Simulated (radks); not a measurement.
La20+, configuration [Kr] 4d1. All-electron calculation, scalar-relativistic Kohn-Sham, BLYP, spin-polarised, spherical densities, finite nucleus; open shells are filled with parallel spins first (spin-orbit coupling, left out, can overturn this in heavy ions); Fermi nuclear charge, rms radius 4.855 fm. Program: a radial shooting solver on a logarithmic mesh with Libxc functionals.

Unscreened Slater integrals over Kohn-Sham orbitals (eV). They are taken over the spin-up orbitals.

| integral | value |
|---|---|
| F0(4d,4d) | 37.407 |
| F2(4d,4d) | 19.233 |
| F4(4d,4d) | 13.072 |
| F0(4d,4p) | 37.969 |
| F2(4d,4p) | 19.668 |
| G1(4d,4p) | 24.782 |
| G3(4d,4p) | 15.768 |
| F0(4d,4s) | 38.581 |
| G2(4d,4s) | 19.464 |
| F0(4d,3d) | 48.460 |
| F2(4d,3d) | 13.177 |
| F4(4d,3d) | 6.4512 |
| G0(4d,3d) | 4.3018 |
| G2(4d,3d) | 5.3044 |
| G4(4d,3d) | 4.1319 |
| F0(4p,4p) | 38.627 |
| F2(4p,4p) | 20.343 |
| F0(4p,4s) | 39.266 |
| G1(4p,4s) | 26.770 |
| F0(4p,3d) | 49.232 |
| F2(4p,3d) | 13.397 |
| G1(4p,3d) | 4.3640 |
| G3(4p,3d) | 4.3516 |
| F0(4s,4s) | 39.958 |
| F0(4s,3d) | 50.421 |
| G2(4s,3d) | 4.5270 |
| F0(3d,3d) | 96.193 |
| F2(3d,3d) | 48.608 |
| F4(3d,3d) | 31.171 |

Derived for the open shells (J is the average intra-shell exchange parameter used in DFT+U). 4d: Racah B = F2/49 - 5 F4/441 = 0.2443 eV, C = 35 F4/441 = 1.037 eV, C/B = 4.25, F4/F2 = 0.680, J = (F2 + F4)/14 = 2.308 eV.
